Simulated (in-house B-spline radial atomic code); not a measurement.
**Ionising La³⁺ with different functionals**

Computed with a radial B-spline atomic code at the basis-set limit: four-component Dirac-Coulomb Hamiltonian, Fermi nucleus of rms radius 4.855 fm, spin-restricted, spherical fractional occupations for the functionals, and exact exchange of hybrids averaged over the configuration. The ionisation energy is the difference of two self-consistent energies, [Kr] 4d10 5s2 5p6 → [Kr] 4d10 5s2 5p5, without Breit or QED terms; ε is the level of the shell that loses the electron (mean over j). The electron is taken from both j subshells in proportion to 2j + 1, so the result is a j average, not the step between ground levels.

```
 method                    rung  ΔSCF (eV)  -ε(5p) (eV)
  B3LYP           global hybrid      50.92        46.15
  B97-1           global hybrid      50.89        46.20
  wB97X  range-separated hybrid      50.72        48.95
LC-wPBE  range-separated hybrid      50.98        49.51
```

(1) Among the functionals, which spreads more, the ΔSCF values or the orbital energies?

(2) How do they compare with the NIST value?

Answers

(1) The orbital energies: ΔSCF values span about 0.26 eV and the orbital energies 3.35 eV; here energy differences depend much less on the functional than eigenvalues do.

(2) NIST lists 49.95 eV ± 0.06 (semi-empirical, ground level to ground level). Errors run from +0.77 to +1.03 eV. The correlated functionals all miss on the same side by more than they spread, so the cause is common to them (Breit-QED terms, spin polarisation, the choice among j levels, multiplet and fine-structure energies, or a listed next ion that isn't the cheapest removal here) and closeness doesn't rank the functionals.
